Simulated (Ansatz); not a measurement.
Computed with Ansatz.

Basis-set series for hexamethyldisiloxane (`C[Si](C)(C)O[Si](C)(C)C`). Charge 0, multiplicity 1. All single points use the PBE0-D4/def2-TZVP geometry. It is one conformer, not always the lowest.

```
functional       basis  functions  energy (Eh)  HOMO (eV)  LUMO (eV)
   PBE0-D4  def2-TZVPP        553   -893.41108      -7.75       0.69
   PBE0-D4  def2-QZVPP       1079   -893.44982      -7.77       0.33
   ωB97M-V  def2-TZVPP        553   -893.80547     -10.04       2.01
   ωB97M-V  def2-QZVPP       1079   -893.84203     -10.05       1.45
```

(1) Give the rows for def2-SVP. (An estimate is asked.)

## Answers

(1) The calculation gave: 
```tsv
functional	basis	functions	energy (Eh)	HOMO (eV)	LUMO (eV)
PBE0-D4	def2-SVP	224	-892.83941	-7.67	1.25
ωB97M-V	def2-SVP	224	-893.21248	-9.94	2.75
```

Positive LUMOs are unbound and depend on the basis.
